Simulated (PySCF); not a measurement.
**How the method moves the HOMO and LUMO of `CSB(C)P`**

C2H8BPS.
Z-matrix (Å and degrees, PBE0-D3(BJ)/def2-SVP geometry), rows numbered from 1:
```
C 
S   1  1.8130
B   2  1.7834  1  106.42
C   3  1.5733  2  116.86  1   178.91
P   3  1.9197  2  121.79  1     5.33
H   1  1.0989  2  110.97  3    70.85
H   1  1.0993  2  110.91  3   -51.31
H   1  1.0979  2  107.30  3  -170.23
H   4  1.1003  3  113.92  2    -6.69
H   4  1.1029  3  110.82  2  -129.16
H   4  1.1038  3  109.41  2   114.29
H   5  1.4244  3  100.00  2   -52.71
H   5  1.4244  3   98.38  2  -150.55
```

Basis pcSseg-1 throughout (PySCF), one geometry. Isolated species at its PBE0-D3(BJ)/def2-SVP geometry (one conformer only).

Task: How do the orbital energies, the gap and the dipole change with the method?

Result: 
| method | kind | HOMO (eV) | LUMO (eV) | gap (eV) | μ (D) | SCF cycles |
| --- | --- | --- | --- | --- | --- | --- |
| BLYP | GGA | -5.82 | -1.47 | 4.35 | 1.00 | 13 |
| B97-D | GGA | -5.96 | -1.50 | 4.45 | 1.03 | 14 |
| OPBE | GGA | -6.00 | -1.60 | 4.39 | 1.10 | 15 |
| PBE | GGA | -6.00 | -1.66 | 4.33 | 1.06 | 14 |
| KT3 | GGA | -6.06 | -1.62 | 4.44 | 1.02 | 14 |
| KT2 | GGA | -6.06 | -1.67 | 4.39 | 1.06 | 14 |
| LDA | LDA | -6.10 | -1.83 | 4.26 | 1.12 | 13 |
| BP86 | GGA | -6.11 | -1.74 | 4.36 | 1.06 | 14 |
| B3LYP | global hybrid | -6.88 | -0.95 | 5.93 | 1.02 | 12 |
| B97-2 | global hybrid | -6.89 | -0.82 | 6.07 | 1.07 | 12 |
| PBE0 | global hybrid | -7.12 | -0.82 | 6.30 | 1.09 | 12 |
| mPW1PW91 | global hybrid | -7.15 | -0.83 | 6.32 | 1.08 | 12 |
| BHandHLYP | global hybrid | -8.10 | 0.24 | 8.33 | 1.04 | 12 |
| CAM-B3LYP | range-separated hybrid | -8.37 | 0.33 | 8.70 | 1.04 | 12 |
| wB97X-D | range-separated hybrid | -8.96 | 0.94 | 9.90 | 1.09 | 13 |
| HF | Hartree–Fock | -9.67 | 2.72 | 12.39 | 1.06 | 10 |
| LC-wPBE | range-separated hybrid | -9.74 | 1.32 | 11.06 | 1.11 | 13 |

The HOMO spans 3.92 eV, from BLYP down to LC-wPBE, and the gap runs from 4.26 eV (LDA) to 12.39 eV (HF). Over the methods BLYP (0 %), B97-D (0 %), OPBE (0 %), PBE (0 %), KT3 (0 %), KT2 (0 %), LDA (0 %), BP86 (0 %), B3LYP (20 %), B97-2 (21 %), PBE0 (25 %), mPW1PW91 (25 %), BHandHLYP (50 %), HF (100 %), a straight line through the gap against the share of exact exchange rises by 0.80 eV for each 10 % (correlation coefficient 1.000). The dipole ranges from 1.00 D (BLYP) to 1.12 D (LDA). This basis has no diffuse functions.
